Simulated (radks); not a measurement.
Species: Ti15+. Configuration: [He] 2s2 2p3. Calculated with a radial shooting solver on a logarithmic mesh with Libxc functionals: Dirac Kohn-Sham, PBE, spin-unpolarised, spherical densities, finite nucleus; open shells fill j = l - 1/2 first; Fermi nuclear charge, rms radius 3.5921 fm.

Normalised radial functions P(r) = r R(r) (large component), r in bohr:

r	2s1/2	2p3/2	3p1/2
0.003977	0.2419	0.0056	0.0038
0.004936	0.2930	0.0086	0.0055
0.006176	0.3553	0.0132	0.0082
0.007726	0.4277	0.0203	0.0123
0.009589	0.5069	0.0305	0.0182
0.012	0.5976	0.0465	0.0271
0.01489	0.6903	0.0693	0.0398
0.01863	0.7861	0.1040	0.0590
0.02312	0.8693	0.1524	0.0854
0.02892	0.9322	0.2239	0.1241
0.0359	0.9519	0.3197	0.1756
0.04491	0.9063	0.4543	0.2469
0.05618	0.7666	0.6309	0.3388
0.06973	0.5206	0.8433	0.4462
0.08724	0.1392	1.1015	0.5704
0.1083	-0.3371	1.3696	0.6870
0.1355	-0.8937	1.6326	0.7756
0.1681	-1.4050	1.8232	0.7893
0.2103	-1.7905	1.8960	0.6785
0.261	-1.9183	1.8005	0.4122
0.3266	-1.7514	1.5223	-0.0305
0.4086	-1.3389	1.1157	-0.5720
0.5071	-0.8530	0.7000	-1.0465
0.6344	-0.4220	0.3486	-1.3107
0.7873	-0.1621	0.1375	-1.2401
0.985	-0.0421	0.0374	-0.8905
1.222	-0.0075	0.0072	-0.4843
1.529	-0.0007	0.0008	-0.1812
1.898	0.0000	0.0000	-0.0467
2.375	0.0000	0.0000	-0.0068

2s1/2: eigenvalue -1068.4 eV, 1 radial node at r = 0.0933 bohr, <r> = 0.304 bohr, 90 % of the charge inside 0.468 bohr. 2p3/2: eigenvalue -992.82 eV, 0 radial nodes, <r> = 0.266 bohr, 90 % of the charge inside 0.431 bohr. 3p1/2 (empty): eigenvalue -399.00 eV, 1 radial node at r = 0.322 bohr, <r> = 0.716 bohr, 90 % of the charge inside 1.06 bohr.
